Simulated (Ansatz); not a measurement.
Total energies of the cluster B3N3 from Ansatz at PBE0-D4/def2-TZVPD, gas phase (1 Eh = 27.2114 eV = 2625.5 kJ/mol). The reference geometry is relaxed at PBE0-D4/def2-SVP.

```
atom   x (Å)   y (Å)   z (Å)
  B1   0.443  -0.509  -0.857
  B2  -1.061  -0.125   0.220
  B3   0.618   0.634   0.637
  N4   1.476   0.174  -0.306
  N5  -0.616   0.708   1.192
  N6  -0.860  -0.882  -0.887
```

```csv
state,geometry,energy (Eh)
charge 0 singlet,reference,-238.65287
charge -1 doublet,reference,-238.69885
free B atom (doublet),–,-24.61833
free N atom (quartet),–,-54.54388
```

(1) Work out the vertical electron affinity, to the doublet.

(2) What is the binding energy per atom against free atoms?

(1) E(charge 0 singlet) − E(charge -1 doublet) = -238.65287 − (-238.69885) = 0.04598 Eh = 1.25 eV.

(2) Atoms: 3 × (-24.61833) + 3 × (-54.54388) = -237.48663 Eh. Binding: -237.48663 − (-238.65287) = 1.16624 Eh = 31.74 eV, or 5.29 eV for each of 6 atoms (no zero-point energy, no counterpoise term).

At PBE0-D4/def2-TZVPD the highest occupied level of the charge -1 doublet lies above zero (up to 0.64 eV). By energy differences its removal costs 1.25 eV (vertical, to the charge 0 singlet, at PBE0-D4/def2-TZVPD); a positive level beside a positive removal energy at the same level points to self-interaction error. 

The structure comes from a short search, and lower isomers may exist.
